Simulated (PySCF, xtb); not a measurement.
ZnCl₂, SMILES [Cl][Zn][Cl].

xtb with GFN2-xTB at its own geometry gives an orbital gap of 3.14 eV and a dipole moment of 1.54 D.

Geometry optimised at PBE-D3(BJ)/def2-TZVP. The isomer is the one that the SMILES or the coordinates give; other isomers of the formula were not compared.

What does PBE/def2-TZVPD run with PySCF give? (An estimate is asked for; the answer gives what the named calculation found.)

gap 5.12 eV (levels -7.82 and -2.69 eV), dipole 0.00 D.
